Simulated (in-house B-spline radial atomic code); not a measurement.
A fraction x of an electron is removed from 3p in neutral aluminium, starting from [Ne] 3s2 3p1 and keeping the highest spin. Computed with a B-spline radial code for spherical atoms: scalar-relativistic (X2C) LC-wPBE, spin-polarised, spherical fractional occupations, Fermi nucleus of rms radius 3.061 fm.

Caution: exact exchange at fractional occupations of open shells leaves self-interaction of up to several eV.

```tsv
x	E(x) - E(0) (eV)	3p up level (eV)
0	0.0000	-2.326
0.1	0.2496	-2.668
0.14	0.3591	-2.807
0.3	0.8537	-3.378
0.49	1.5620	-4.083
0.5	1.6030	-4.120
0.61	2.0794	-4.541
0.63	2.1709	-4.618
0.87	3.3923	-5.565
0.93	3.7334	-5.807
1	4.1498	-
```

The exact functional would give a straight line between the two integer points. Deviations E(x) - E(0) - x[E(1) - E(0)], in eV: -0.165 at x = 0.1, -0.222 at x = 0.14, -0.391 at x = 0.3, -0.471 at x = 0.49, -0.472 at x = 0.5, -0.452 at x = 0.61, -0.443 at x = 0.63, -0.218 at x = 0.87, -0.126 at x = 0.93.

The curve lies below the straight line by up to 0.472 eV (at x = 0.5): convex, the delocalisation error, to which spherically averaged exact exchange adds.

Problem. How well does Slater's transition state (minus the level at half occupation) give the ionisation energy?

Solution. It gives 4.120 eV against 4.150 eV from the two total energies; NIST lists 5.99 eV, ground level to ground level. The end point has an open shell averaged over its orbitals, so its exact exchange keeps a self-interaction and this is no true integer point.
